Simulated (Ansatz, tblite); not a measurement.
Spin states of Ge4⁺, each relaxed with r2SCAN-D4/def2-SVP in Ansatz. Electronic energies in the gas phase.

The xTB rows come from tblite. LC-ωPBE has ω = 0.4 bohr⁻¹. Correlated methods freeze 36 core orbitals; core or outer-core shells of Ge are correlated, in sets that lack core-valence functions. The rows differ in basis, and correlated rows in double-zeta sets carry the largest basis error. In CCSD on the charge 1 doublet the largest single amplitude is 0.23, so its Hartree–Fock determinant may place the open shell otherwise than the density functionals do. The structure comes from a short search, and lower isomers may exist.

Doublet geometry (D2h within 0.1 Å):

```xyz
4

Ge    0.550    0.143    1.305
Ge   -0.567    1.874    0.034
Ge    0.566   -1.874   -0.033
Ge   -0.549   -0.143   -1.305
```

Quartet geometry (D2h within 0.1 Å):

```
atom    x (Å)    y (Å)    z (Å)
 Ge1   0.5278  -0.0526  -1.3368
 Ge2  -1.2275   1.5528  -0.5456
 Ge3   1.2277  -1.5526   0.5457
 Ge4  -0.5279   0.0524   1.3368
```

⟨S²⟩: doublet 0.76 at PBE0-D4/def2-TZVP (pure 0.75), quartet 3.76 at PBE0-D4/def2-TZVP (pure 3.75).

Run but left out: HF/STO-3G, HF/def2-SVP, HF/def2-TZVP, MP2/def2-SVP, MP2/def2-TZVP (doublet: ⟨S²⟩ 1.22 to 1.90, where a pure state has 0.75).

Only these spin states were relaxed.

```tsv
level	quartet − doublet (kcal/mol)	lowest of these	remarks
GFN1-xTB	22.8	doublet	–
GFN2-xTB	32.4	doublet	–
PBE-D4/def2-TZVP	34.5	doublet	–
r2SCAN-D4/def2-TZVP	32.6	doublet	–
B97M-V/def2-TZVP	34.6	doublet	–
PBE0-D4/def2-TZVP	32.0	doublet	–
LC-ωPBE/def2-TZVP	26.6	doublet	–
CCSD/def2-SVP	30.4	doublet	spin-contaminated (⟨S²⟩ 1.22) (doublet)
CCSD(T)/def2-SVP	34.3	doublet	spin-contaminated (⟨S²⟩ 1.22) (doublet)
```

Change of the quartet − doublet gap on mixing in exact exchange, in kcal/mol: PBE to PBE0 (25 % exact exchange) -2.5.

The xTB methods have no spin-polarisation term.
